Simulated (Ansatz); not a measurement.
The lowest singlet and triplet of CH2O (SMILES [CH]O); geometries from B3LYP-D3(BJ)/def2-TZVP, each state relaxed from the structure named, with no frequency check.
Singlet (charge 0, multiplicity 1):
```xyz
4

C      0.7252     0.1901    -0.0012
O     -0.5735     0.0685     0.0017
H      1.1585    -0.8427    -0.0057
H     -0.9221    -0.8459    -0.0005
```
Triplet (charge 0, multiplicity 3):
```xyz
4

C      0.6701     0.0753    -0.2974
O     -0.5461     0.0664     0.2428
H      1.5150    -0.4928     0.0966
H     -1.1663    -0.4905    -0.2548
```

A positive gap puts the triplet lower; no zero-point energy. R- takes a restricted singlet. U- takes an unrestricted singlet (broken symmetry where lower, unprojected). The triplet is unrestricted in single-reference levels. Active spaces average the two states.

Frozen-core correlation.

The values were computed with Ansatz (a program for electronic structure) with Gaussian orbitals. Values without a source in brackets are computed.

```json
[
 {"level": "R-HF/cc-pVTZ", "gap E(singlet) − E(triplet), adiabatic (kcal/mol)": "-0.89"},
 {"level": "U-PBE/def2-TZVPP", "gap E(singlet) − E(triplet), adiabatic (kcal/mol)": "-17.09"},
 {"level": "U-BHLYP/def2-TZVPP", "gap E(singlet) − E(triplet), adiabatic (kcal/mol)": "-16.16"},
 {"level": "U-B2PLYP/def2-TZVPP", "gap E(singlet) − E(triplet), adiabatic (kcal/mol)": "-18.94"},
 {"level": "U-CCSD/cc-pVDZ (spin-contaminated)", "gap E(singlet) − E(triplet), adiabatic (kcal/mol)": "-19.51"},
 {"level": "SA-CASSCF(2,2)/cc-pVQZ", "gap E(singlet) − E(triplet), adiabatic (kcal/mol)": "[?]"},
 {"level": "SC-NEVPT2 on SA-CASSCF(2,2)/cc-pVDZ", "gap E(singlet) − E(triplet), adiabatic (kcal/mol)": "[?]"},
 {"level": "FIC-MRCISD+Q on SA-CASSCF(2,2)/cc-pVTZ", "gap E(singlet) − E(triplet), adiabatic (kcal/mol)": "-21.13"},
 {"level": "FIC-MRCISD+Q on SA-CASSCF(2,2)/cc-pVQZ", "gap E(singlet) − E(triplet), adiabatic (kcal/mol)": "-21.25"}
]
```

**Question.** Some entries are withheld; supply them.

**Answer.** 
- SA-CASSCF(2,2)/cc-pVQZ, gap E(singlet) − E(triplet), adiabatic (kcal/mol): -11.45
- SC-NEVPT2 on SA-CASSCF(2,2)/cc-pVDZ, gap E(singlet) − E(triplet), adiabatic (kcal/mol): -18.47

Doubts at one or more of the structures used: a restricted determinant that unrestricted orbitals would lower (R-HF/cc-pVTZ); T1 above 0.05 (U-CCSD/cc-pVDZ (spin-contaminated)).
